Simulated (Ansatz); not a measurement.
`C[S][AlH][OH]` + HCl → `[OH][AlH][Cl]` + CH₃SH  (ligand exchange at the Al–S bond)

Calculated with Ansatz (gas phase, PBE0-D4/def2-TZVP geometries, no zero-point term in ΔE). CCSD(T)/CBS adds triple-zeta CCSD(T) − MP2 to the extrapolated MP2 energy (def2 sets, frozen cores). This one scheme is used for every species. DFT in def2-TZVPP. Each species was taken in one conformer, which may not be the lowest.

`C[S][AlH][OH]`:

```xyz
9

C    -1.547   -0.845    0.215
S    -0.817    0.529   -0.736
Al    1.225    0.471    0.004
O     2.384    1.564   -0.559
H    -0.813   -1.325    0.863
H    -2.360   -0.457    0.826
H    -1.940   -1.583   -0.483
H     1.645   -0.600    1.080
H     2.223    2.246   -1.209
```

HCl:

Z-matrix (Å, degrees):
```
Cl
H 1 1.279
```

`[OH][AlH][Cl]`:

```xyz
5

O     0.850   -0.117    0.961
Al   -0.485   -0.001   -0.059
Cl   -0.200    0.290   -2.115
H     1.758   -0.059    0.668
H    -1.923   -0.113    0.545
```

CH₃SH:

Z-matrix (Å, degrees):
```
C
S 1 1.806
H 1 1.089 2 111.5
H 1 1.089 2 111.5 3 -123.8
H 1 1.090 2 106.2 3 118.1
H 2 1.342 1 97.1 3 61.9
```

```csv
level,ΔE (kcal/mol)
revPBE-D4,-12.7
BLYP-D4,-13.9
revPBE,-13.9
CCSD/def2-SVP,-16.1
```

**Question.** What does CCSD(T)/CBS give? (Best estimate.)

**Answer.** Ansatz gave: -14.2 kcal/mol. The listed levels differ from it by 1.5, 0.3, 0.3, -1.9 kcal/mol.

**Question.** What do rigid-rotor, harmonic-oscillator terms from PBE0-D4/def2-TZVP frequencies (298.15 K, 1 bar) make of the CCSD(T)/CBS value? (An estimate is asked.)

**Answer.** Ansatz gave: ΔZPE = +1.0 kcal/mol, ΔH = -13.9 kcal/mol, ΔS = 13 J/(mol·K), ΔG = -14.9 kcal/mol.

Largest T1 diagnostic among the species: 0.012.

From BLYP to BHLYP (50 % exact exchange), in def2-TZVPP and without D4, ΔE moves by −1.3 kcal/mol. At CCSD(T), def2-SVP lies −1.3 kcal/mol from the extrapolated value and def2-TZVPP −0.0 kcal/mol. The D4 term adds +1.1 kcal/mol with B3LYP and +0.6 kcal/mol with PBE0; it sums over pairs of atoms, weighted by their polarisabilities, and B3LYP, whose exchange is more repulsive, gets the larger term.

B3LYP here is the variant with VWN-RPA as its local correlation; programs differ in this.
